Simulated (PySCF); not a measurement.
**SMILES C[Se]c1cc[o+]cc1, [C₆H₇OSe]+, charge +1**

Molfile (atoms numbered from 1):
```
C6H7OSe
     RDKit          3D

 15 15  0  0  0  0  0  0  0  0999 V2000
    2.7143    0.2341   -0.1429 C   0  0  0  0  0  0  0  0  0  0  0  0
    1.6169   -1.3340   -0.4139 Se  0  0  0  0  0  2  0  0  0  0  0  0
   -0.0711   -0.6527   -0.1358 C   0  0  0  0  0  0  0  0  0  0  0  0
   -1.1786   -1.5365   -0.2499 C   0  0  0  0  0  0  0  0  0  0  0  0
   -2.4375   -1.0586   -0.0488 C   0  0  0  0  0  0  0  0  0  0  0  0
   -2.6660    0.2156    0.2527 O   0  0  0  0  0  0  0  0  0  0  0  0
   -1.6615    1.0712    0.3682 C   0  0  0  0  0  0  0  0  0  0  0  0
   -0.3619    0.6974    0.1872 C   0  0  0  0  0  0  0  0  0  0  0  0
    3.7454   -0.1136   -0.2940 H   0  0  0  0  0  0  0  0  0  0  0  0
    2.6090    0.6090    0.8836 H   0  0  0  0  0  0  0  0  0  0  0  0
    2.4823    1.0043   -0.8900 H   0  0  0  0  0  0  0  0  0  0  0  0
   -1.0496   -2.5929   -0.4953 H   0  0  0  0  0  0  0  0  0  0  0  0
   -3.3543   -1.6474   -0.1113 H   0  0  0  0  0  0  0  0  0  0  0  0
   -1.9952    2.0802    0.6183 H   0  0  0  0  0  0  0  0  0  0  0  0
    0.4149    1.4538    0.2975 H   0  0  0  0  0  0  0  0  0  0  0  0
  1  2  1  0
  2  3  1  0
  3  4  2  0
  4  5  1  0
  5  6  2  0
  6  7  1  0
  7  8  2  0
  8  3  1  0
  1  9  1  0
  1 10  1  0
  1 11  1  0
  4 12  1  0
  5 13  1  0
  7 14  1  0
  8 15  1  0
M  CHG  1   6   1
M  END
```

The calculation used quadratic response CAM-B3LYP/aug-cc-pVDZ first hyperpolarisability, Taylor convention, gas phase in PySCF 2.14.0. Geometry: PBE0-D3(BJ)/def2-SVP.

The calculation is non-relativistic, which matters for the atoms heavier than Zn.

Question: Give β for the processes computed.

Answer: In au, Taylor convention; the vector part is βᵢ = ⅓ Σⱼ (βᵢⱼⱼ + βⱼᵢⱼ + βⱼⱼᵢ):
```csv
process,λ (nm),β vector norm,β HRS,depolarisation ratio
"static β(0;0,0)",∞,634.9,314.2,3.23
"second harmonic β(−2ω;ω,ω)",1907,744.8,363.0,3.35
"Pockels β(−ω;ω,0)",1907,668.7,–,–
"second harmonic β(−2ω;ω,ω)",1064,1119.7,527.3,3.68
"Pockels β(−ω;ω,0)",1064,753.6,–,–
```

Question: Which lowest excitations and polarisabilities go with it?

Answer: S1 4.06 eV (f = 0.331); S2 5.03 eV (f = 0.009); S3 5.55 eV (f = 0.123); isotropic α 100.5 au static, 101.2 au at 1907 nm, 102.7 au at 1064 nm, 103.3 au at 953.5 nm, 111.4 au at 532 nm.
